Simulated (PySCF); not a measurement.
**Cr¹⁸⁺: ionisation energy**

Cr¹⁸⁺ [He] 2s2 2p2 (3P) → Cr¹⁹⁺ [He] 2s2 2p1 (2P), as a difference of total energies. All numbers are calculated (PySCF 2.14, no relativity, point nucleus, in an uncontracted even-tempered set (18 s from 3.4 bohr⁻², ratio 2.2; 11 p from 4.4 bohr⁻², ratio 2.2; 6 d from 20 bohr⁻², ratio 2.4; 5 f from 29 bohr⁻², ratio 2.4; 5 g from 44 bohr⁻², ratio 2.4)). Correlated levels: nothing frozen; virtual orbitals above 40 to 60 times the deepest correlated orbital energy dropped. The calculations carry no spin-orbit coupling.

```json
{"method": "UHF", "ionisation energy (eV)": "1390.9"}
{"method": "LDA", "ionisation energy (eV)": "1390.0"}
{"method": "PBE", "ionisation energy (eV)": "1390.8"}
{"method": "PBE0", "ionisation energy (eV)": "1391.1"}
{"method": "r2SCAN", "ionisation energy (eV)": "1392.5"}
{"method": "BLYP", "ionisation energy (eV)": "1391.4"}
{"method": "PBEsol", "ionisation energy (eV)": "1390.0"}
{"method": "MP2 (all electrons)", "ionisation energy (eV)": "1390.8"}
{"method": "SCS-MP2 (all electrons)", "ionisation energy (eV)": "1390.4"}
```

A first-order spin-orbit estimate (lowest level to lowest level, LS coupling) adds -0.267 eV.

These non-relativistic numbers lack the scalar-relativistic shift.

For comparison: 1394.5 ± 0.7 eV (semi-empirical (NIST evaluation); NIST Atomic Spectra Database, ionization energies).
